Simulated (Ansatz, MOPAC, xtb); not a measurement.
Diatomic Te$_{2}$, multiplicity 3 (the spin of the measured ground state). No spin–orbit coupling.

Seven points along R, fitted to fifth degree in 1/R; most abundant isotopes. Runs in def2 and cc sets follow the lowest solution found near the PBE0 minimum.

The values were computed with Ansatz (an electronic-structure program); MOPAC for PM6 (differences of heats of formation); xtb for the GFN methods.  In def2 rows elements past Kr take small-core potentials, without spin–orbit coupling. The GFN methods have no spin term and hold the electronic entropy of 300 K.

| level | r_e (Å) | ω_e (cm⁻¹) | ω_e x_e (cm⁻¹) | B_e (cm⁻¹) | D_e (eV) |
|---|---|---|---|---|---|
| PM6 | 2.531 | 240 | 0.34 | 0.0405 | - |
| GFN1-xTB | 2.602 | 298 | 0.46 | 0.0383 | - |
| GFN2-xTB | 2.602 | 274 | 0.51 | 0.0383 | - |
| SVWN5/def2-TZVPP | 2.548 | 255 | 0.43 | 0.0400 | 4.13 |
| PBE/def2-TZVPP | 2.580 | 245 | 0.43 | 0.0390 | 3.40 |
| r2SCAN/def2-TZVPP | 2.555 | 256 | 0.42 | 0.0397 | 3.14 |
| B97M-V/def2-TZVPP | 2.564 | 252 | 0.44 | 0.0395 | 3.11 |
| B3LYP/def2-TZVPP | 2.575 | 249 | 0.42 | 0.0391 | 2.98 |
| PBE0/def2-TZVPP | 2.543 | 263 | 0.41 | 0.0401 | 3.05 |
| BHLYP/def2-TZVPP | 2.538 | 268 | 0.40 | 0.0403 | 2.56 |
| CAM-B3LYP/def2-TZVPP | 2.536 | 268 | 0.39 | 0.0403 | 2.73 |
| wB97X-V/def2-TZVPP | 2.515 | 281 | 0.37 | 0.0410 | 2.87 |
| wB97M-V/def2-TZVPP | 2.522 | 277 | 0.38 | 0.0408 | 2.66 |
| B2PLYP/def2-TZVPP | 2.568 | 248 | 0.48 | 0.0394 | 2.96 |
| CCSD/def2-TZVPP | 2.544 | 264 | 0.42 | 0.0401 | 2.42 |
| CCSD/def2-QZVPP | 2.529 | 270 | 0.41 | 0.0406 | 2.63 |
| CCSD(T)/def2-TZVPP | 2.562 | 252 | 0.45 | 0.0395 | 2.71 |
| CCSD(T)/def2-QZVPP | 2.547 | 259 | 0.44 | 0.0400 | 2.97 |
| CCSD(T)/CBS(def2-TZVPP, def2-QZVPP) | 2.539 | 262 | 0.44 | 0.0403 | - |

D_e counts from each atom's lowest state at the same level, without counterpoise or zero-point energy.

Correlated levels freeze the inner cores; with def2 sets outer-core shells near the valence are correlated too. CBS(a, b) extrapolates the correlation energy as X⁻³ and adds the Hartree–Fock energy of set b. The state that PM6 reach isn't checked.

Measured for the ground state: r_e 2.5574 Å, ω_e 247.07 cm-1, ω_e x_e 0.5148 cm-1, B_e 0.039681 cm-1, α_e 0.000106 cm-1 [Huber and Herzberg (1979), NIST Chemistry WebBook]. D_0 2.631 ± 0.042 eV (a handbook's tabulated 298 K bond energy less 3RT/2; such tables hold older values) [Luo, bond dissociation energies, CRC Handbook].
